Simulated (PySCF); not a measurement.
# Low-lying terms of S⁴⁺ (sulfur, charge +4)

Ground state [Ne] 3s2, ¹S. Computed with PySCF 2.14 in aug-cc-pVTZ-DK with one added diffuse shell each of s, p, d, f type (7s6p4d3f, 66 functions), with scalar relativity by spin-free X2C-1e. Vertical excitation energies in eV without spin-orbit coupling; excited terms of each kind are numbered among those the solver found. Frozen: [He] 2s2.

```json
{"term": "1 3P°", "leading excitation": "3s → p", "EOM-EE-CCSD": "10.385"}
{"term": "1 1P°", "leading excitation": "3s → p", "EOM-EE-CCSD": "16.048"}
{"term": "1 3D", "leading excitation": "3s → d", "EOM-EE-CCSD": "31.043"}
{"term": "1 1D", "leading excitation": "3s → d", "EOM-EE-CCSD": "35.284"}
{"term": "1 3S", "leading excitation": "3s → s", "EOM-EE-CCSD": "38.547"}
{"term": "1 1S", "leading excitation": "3s → s", "EOM-EE-CCSD": "39.631"}
{"term": "2 3P°", "leading excitation": "3s → p", "EOM-EE-CCSD": "43.268"}
{"term": "2 1P°", "leading excitation": "3s → p", "EOM-EE-CCSD": "43.373"}
{"term": "2 3D", "leading excitation": "3s → d", "EOM-EE-CCSD": "49.940"}
{"term": "2 1D", "leading excitation": "3s → d", "EOM-EE-CCSD": "50.240"}
{"term": "1 3F°", "leading excitation": "3s → f", "EOM-EE-CCSD": "50.976"}
{"term": "1 1F°", "leading excitation": "3s → f", "EOM-EE-CCSD": "52.362"}
```

Doubly excited terms such as np² are absent. The solver can miss terms.
